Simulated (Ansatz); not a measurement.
Ideal-gas functions of `C[O][Ga][SH]` radical at 500 K and 1 bar, from an Ansatz frequency run at PBE0-D4/def2-TZVP.

Molar mass 133.83 g/mol, point group Cs (symmetry number 1), electronic degeneracy 2, moments of inertia 42.005, 278.932, 317.764 u Å². Harmonic wavenumbers (cm⁻¹, unscaled): 22, 81, 93, 224, 238, 372, 562, 622, 1130, 1175, 1196, 1475, 1488, 1498, 2693, 3004, 3067, 3078.

Use S(trans) = R[1.5 ln M + 2.5 ln T − 1.1517]; rotational temperatures θ = 24.2544 K / I; S(rot) = R[ln(√π/σ · √(T³/θAθBθC)) + 1.5]; for each mode x = 1.438777 ν̃/T, S = R[x/(eˣ − 1) − ln(1 − e⁻ˣ)] and H = RT x/(eˣ − 1); 1 cm⁻¹ = 0.0119627 kJ/mol; R = 8.31446 J/(mol·K).

Q: By hand: the entropy, in J/(mol·K).

A: Translation 180.7. Rotation: θ = 0.5774, 0.087, 0.0763 K, giving 117.9. Vibration, mode by mode: 31.26, 20.44, 19.30, 12.11, 11.62, 8.13, 5.17, 4.50, 1.42, 1.28, 1.22, 0.63, 0.61, 0.60, 0.03, 0.01, 0.01, 0.01, in all 118.4. Electronic 5.8. Sum 422.8 J/(mol·K).

Q: By hand: H − E and G − E in kJ/mol, counted from the electronic energy.

A: Zero-point energy ½ × 22018 × 0.0119627 = 131.7; thermal vibration 25.0; translation, rotation and pV give 4 RT = 16.6. H − E = 173.3 kJ/mol, and G − E = 173.3 − 500 × 422.8/1000 = -38.1 kJ/mol.

Vibration gives 28 % of the entropy, 71.0 J/(mol·K) of it from the modes under 150 cm⁻¹: soft modes count most, and the harmonic formula is weakest for them. The sum counts one conformer and one mirror image; others add a mixing term.
